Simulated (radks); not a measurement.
Q: The mean radii <r> (bohr) of the occupied orbitals of an atom or ion are listed with their occupations. All-electron calculation, scalar-relativistic Kohn-Sham, PBE, spin-polarised, spherical densities, finite nucleus; Fermi nuclear charge, rms radius of each element as measured or else 0.836 A^(1/3) + 0.57 fm. Program: a radial shooting solver on a logarithmic mesh with Libxc functionals.

| orbital | occ. | <r> |
|---|---|---|
| 1s up | 1 | 0.01580 |
| 1s down | 1 | 0.01580 |
| 2s up | 1 | 0.06649 |
| 2s down | 1 | 0.06649 |
| 2p up | 3 | 0.06054 |
| 2p down | 3 | 0.06054 |
| 3s up | 1 | 0.1716 |
| 3s down | 1 | 0.1716 |
| 3p up | 3 | 0.1737 |
| 3p down | 3 | 0.1737 |
| 3d up | 5 | 0.1575 |
| 3d down | 5 | 0.1575 |
| 4s up | 1 | 0.3771 |
| 4s down | 1 | 0.3771 |
| 4p up | 3 | 0.4026 |
| 4p down | 3 | 0.4026 |
| 4d up | 5 | 0.4225 |
| 4d down | 5 | 0.4225 |
| 5s up | 1 | 0.8311 |
| 5s down | 1 | 0.8311 |
| 4f up | 7 | 0.4410 |
| 4f down | 7 | 0.4410 |
| 5p up | 3 | 0.9481 |
| 5p down | 3 | 0.9477 |
| 5d up | 5 | 1.228 |
| 5d down | 5 | 1.223 |
| 6s up | 1 | 2.073 |
| 6s down | 1 | 2.063 |
| 6p up | 1 | 2.616 |

Name the element and its charge. Open shells, if any, are filled with parallel spins first.

A: Z = 83, bismuth, charge +2: Bi2+ in [Hg] 6p1. The 1s radius gives Z: for a bare nucleus <r> = (2 gamma + 1)/(2Z) with gamma = sqrt(1 - (Z/c)^2), 0.01561 bohr for Z = 83, and screening makes it slightly larger (0.01580 here). The occupations add up to 81, and the charge is Z minus that.
